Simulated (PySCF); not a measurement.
Values are calculated unless marked as measured or tabulated.
# CH3F3OSi(+)

The system: CH3F3OSi(+), a small molecule (built as: C site whose three back bonds go to F, H, H); charge +1, doublet. The structure, one conformer, was relaxed in the gas phase by PBE0-D3(BJ)/def2-SVP. No frequency run checks that it is a minimum.

SMILES: O[Si](F)(F)CF (charge +1)

```xyz
9

C     1.300   -0.239    0.197
F     1.602   -0.750   -0.952
Si   -0.734    0.480    0.099
O    -1.590   -0.809   -0.236
F    -0.577    1.634   -0.958
F    -0.792    0.957    1.595
H     1.754    0.751    0.392
H     1.154   -0.975    1.008
H    -1.927   -1.108   -1.093
```
(Å; atoms numbered from 1)

EPR values by unrestricted B3LYP, IGLO-III on C F O Si, pcH-1 on H.

Problem. Predict g and the largest hyperfine couplings. Where does the spin sit?

Solution. g = 2.0024, 2.0065, 2.0081. The spin sits on C1 (56 %, bonded to 1 F + 1 Si + 2 H) by Mulliken populations.
```
atom  isotope  isotropic (MHz)  dipolar, principal values (MHz)
  F2      19F            152.6            -380.8, -372.3, 753.1
  F6      19F             70.1              -84.3, -83.7, 168.0
 Si3     29Si           -182.0                -37.0, 18.1, 18.8
  F5      19F             56.7              -73.9, -73.2, 147.1
  C1      13C             18.1               -49.3, -48.5, 97.8
  H7       1H             48.8                -23.0, -5.2, 28.2
```

Problem. How do the isotropic couplings move with BHandHLYP?

Solution. F2 152.6 to 248.0 MHz, F6 70.1 to 84.1 MHz, Si3 -182.0 to -174.5 MHz, F5 56.7 to 71.2 MHz.
